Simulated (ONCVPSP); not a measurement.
**Plane-wave convergence, ONCV potential for In (Z = 49)**

indium, optimised norm-conserving Vanderbilt (ONCV), made with ONCVPSP 4.0.1 (PBEsol, scalar-relativistic). Core [Kr] 4d10, reference 5s2 5p0.75 (charge +0.25). Waves: 5s: rc 2.05 bohr, ncon 5, nbas 8, qcut 2.5 1/bohr, 2 projectors, debl 3.4 Ha; 5p: rc 2.75 bohr, ncon 4, nbas 7, qcut 3.1 1/bohr, 1 projector. Local part: polynomial inside 1.35 bohr (lpopt 5, dvloc0 0 Ha). Core correction: Teter function fitted to the true core (icmod 2), fcfact 0.75.

Question: For each optimised wave give the share of its norm inside rc, the residual kinetic energy above qcut (Ha) and the cutoffs (Ha) for errors of 10, 1, 0.1 and 0.01 mHa per electron.

Answer:

| wave | norm inside rc | residual KE | 10 mHa | 1 mHa | 0.1 mHa | 0.01 mHa |
| --- | --- | --- | --- | --- | --- | --- |
| 5s | 0.316 | 1.4e-02 | 3.5 | 10.7 | 23.4 | 28.3 |
| s projector 2 | 0.122 | 3.3e-01 | 18.5 | 46.9 | 54.9 | 60.1 |
| 5p | 0.332 | 2.5e-04 | 1.0 | 3.5 | 8.4 | 17.9 |

The occupied waves need 11 Ha and 23 Ha for 1 and 0.1 mHa. The cutoffs count occupied waves only; projector 2 of the s channel, the hardest unoccupied one, needs 47 Ha at the loose tolerance. Note: ghosts flagged at negative energy: p at -12.8 eV, s at -4.6 eV; no localised positive-energy state flagged. A true bound ghost makes a file unfit for plane-wave use. 2 of 4 tests not solved or not reliable.
